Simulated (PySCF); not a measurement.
Isomers of C6H13NO, one GFN2-xTB conformer each. Single-point energies are computed at PBE0/pcSseg-1 (PySCF, gas phase, no added dispersion term), electronic only.

Task: Rank them by PBE0/pcSseg-1 energy, lowest first (kcal/mol).
A. `[CH3:1][CH2:2][CH2:3][CH2:4][NH:5][C:6]([CH3:7])=[O:8]` with C1–C2–C3–C4 -179°, C2–C3–C4–N5 64°, C3–C4–N5–C6 -113°, C4–N5–C6–C7 176°
B. `[CH3:1][C:2](=[O:3])[NH:4][C:5]([CH3:6])([CH3:7])[CH3:8]` with C1–C2–N4–C5 -178°
C. `[CH3:1][N:2]1[CH2:3][CH2:4][CH:5]([OH:6])[CH2:7][CH2:8]1` with C4–C5–O6–H -60°, C1–N2–C3–C4 -173°, N2–C3–C4–C5 -59°, C3–C4–C5–O6 180°, C4–C5–C7–C8 -56°

Result: B (0.0), A (2.4), C (23.5).

As drawn, the lowest has a C=O bond, an N–H bond and a C(=O)–N unit, which the highest lacks; the highest has an O–H bond, which the lowest lacks. Neighbours under 2.5 kcal/mol apart (CC(=O)NC(C)(C)C and CCCCNC(C)=O) can change places with a better method, another conformer or zero-point energy. GFN2-xTB itself gives, in the same order: 0.0, 4.3, 8.7. Both levels put the same isomer lowest; measured from each level's own lowest isomer, the values differ by up to 14.8 kcal/mol (CN1CCC(O)CC1: 8.7 against 23.5).

Task: Which frontier levels, dipoles and rotational constants go with these structures?

Result: 
```json
{"SMILES": "CC(=O)NC(C)(C)C", "HOMO (eV, PBE0/pcSseg-1)": "-7.09", "LUMO (eV)": "0.92", "dipole (D)": "3.66", "A, B, C (MHz)": "3311, 1391, 1256"}
{"SMILES": "CCCCNC(C)=O", "HOMO (eV, PBE0/pcSseg-1)": "-7.18", "LUMO (eV)": "0.91", "dipole (D)": "3.68", "A, B, C (MHz)": "3478, 997.1, 933.0"}
{"SMILES": "CN1CCC(O)CC1", "HOMO (eV, PBE0/pcSseg-1)": "-6.31", "LUMO (eV)": "1.36", "dipole (D)": "1.59", "A, B, C (MHz)": "4465, 1383, 1133"}
```
